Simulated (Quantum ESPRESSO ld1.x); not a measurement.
The numbers below are computed, except where a source is named.
Q: Si II, configuration [Ne] 3s2 3p1. Code: ld1.x of Quantum ESPRESSO 7.5. Model: non-relativistic Kohn-Sham, LDA (Slater exchange, VWN5 correlation), spin-polarised, spherical densities, point nucleus; open shells are filled with parallel spins first. Some entries of the table are withheld. Estimate them.

orbital,occ.,eigenvalue (hartree),<1/r> (bohr^-1)
1s up,1,-65.5405,13.53
1s down,1,-65.5365,13.53
2s up,1,(1),2.559
2s down,1,(2),2.559
2p up,3,-3.86578,2.456
2p down,3,-3.85980,2.457
3s up,1,-0.71521,(3)
3s down,1,-0.67985,(4)
3p up,1,-0.44619,(5)
3p down,0,-0.41294,(6)

A: 
(1) 2s up eigenvalue (hartree): -5.42468
(2) 2s down eigenvalue (hartree): -5.41993
(3) 3s up <1/r> (bohr^-1): 0.6630
(4) 3s down <1/r> (bohr^-1): 0.6623
(5) 3p up <1/r> (bohr^-1): 0.5507
(6) 3p down <1/r> (bohr^-1): 0.5444
